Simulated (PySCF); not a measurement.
Ga(F)2(Me) (CH3F2Ga), SMILES [F][Ga]([CH3])[F]. Geometry optimised at PBE0-D3(BJ)/def2-SVP.

Give the equilibrium geometry at PBE0-D3(BJ)/def2-SVP (PySCF confirms it by a frequency run) as bond lengths and angles, and its point group. (Estimate from the structure and the level; the computed values follow.)

point group Cs.
Atoms: Ga1 F2 F3 C4 H5 H6 H7. Bond lengths (Å): Ga1–F2 1.748, Ga1–F3 1.748, Ga1–C4 1.934, C4–H5 1.098, C4–H6 1.100, C4–H7 1.098. Bond angles (°): F2–Ga1–F3 110.8, F2–Ga1–C4 124.6, F3–Ga1–C4 124.6, Ga1–C4–H5 110.2, Ga1–C4–H6 108.9, Ga1–C4–H7 110.2, H5–C4–H6 108.7, H5–C4–H7 110.1, H6–C4–H7 108.7.
Charge 0, spin multiplicity 1.
